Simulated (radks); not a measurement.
Spherical quantum dot in the effective-mass picture: electrons in a hard-walled sphere of radius 1.37, all in effective atomic units (hartree* = m*/eps^2 hartree, bohr* = eps/m* bohr), one dielectric constant everywhere. Method: non-relativistic Kohn-Sham, LDA (Slater exchange, Perdew-Wang correlation), spin-polarised, spherical densities; computed with a radial shooting solver with Libxc functionals. Levels are named by radial order and angular momentum (1s, 1p, 1d, 2s, ...), and open shells are averaged over m. Results are scaled to m* = 0.216 and eps = 8, for which hartree* = 91.84 meV and bohr* = 1.96 nm.

N = 16, configuration 1s2 1p6 1d(up 5, down 3). This is the lowest configuration that the search found. Occupied and some empty levels:

| level | occupation | eigenvalue (meV) | <r> (nm) |
|---|---|---|---|
| 1s up | 1 | 1710.7 | 1.539 |
| 1s down | 1 | 1718.3 | 1.536 |
| 1p up | 3 | 1899.8 | 1.708 |
| 1p down | 3 | 1908.3 | 1.707 |
| 1d up | 5 | 2173.4 | 1.818 |
| 1d down | 3 | 2182.2 | 1.818 |
| 2s up | 0 | 2442.1 | 1.274 |
| 2s down | 0 | 2446.9 | 1.275 |
| 1f up | 0 | 2521.0 | 1.899 |
| 1f down | 0 | 2530.0 | 1.899 |
| 2p up | 0 | 2914.6 | 1.425 |
| 2p down | 0 | 2920.4 | 1.425 |

Energy (meV): total 20737.7, kinetic 10250, external 0, Hartree 12012, exchange-correlation -1524.0.
